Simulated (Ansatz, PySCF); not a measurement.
Spin states of FeO2 (SMILES [O]=[Fe]=[O]), each relaxed with B3LYP-D3(BJ)/def2-TZVP.
State 1 (charge 0, multiplicity 5):
```xyz
3

Fe     0.32186    -0.24116     0.32825
O      0.87316     0.31235    -1.07109
O     -1.22819    -0.02393     0.67262
```
State 2 (charge 0, multiplicity 1):
```xyz
3

Fe     0.1342    -0.0971     0.1316
O      1.0711     0.2532    -1.0515
O     -1.2386    -0.1088     0.8497
```

Singlets are restricted, other states unrestricted; no spin–orbit coupling, no relativity up to Kr; see below for the cores. The largest T1 diagnostic is 0.114.

Run with Ansatz (a quantum-chemistry and plane-wave program); PySCF for the dispersion terms. Values without a source in brackets are computed.

Q: One of these levels gives 0.852 eV for the energy of the multiplicity-1 state less that of the multiplicity-5 state. Name it.
A. BLYP/def2-TZVPP
B. CAM-B3LYP-D4/def2-TZVPP
C. wB97X-V/def2-TZVPP
D. PBE0/def2-TZVPP

A: C, wB97X-V/def2-TZVPP. The others give 0.550 (BLYP/def2-TZVPP), 1.150 (PBE0/def2-TZVPP), 0.964 (CAM-B3LYP-D4/def2-TZVPP)
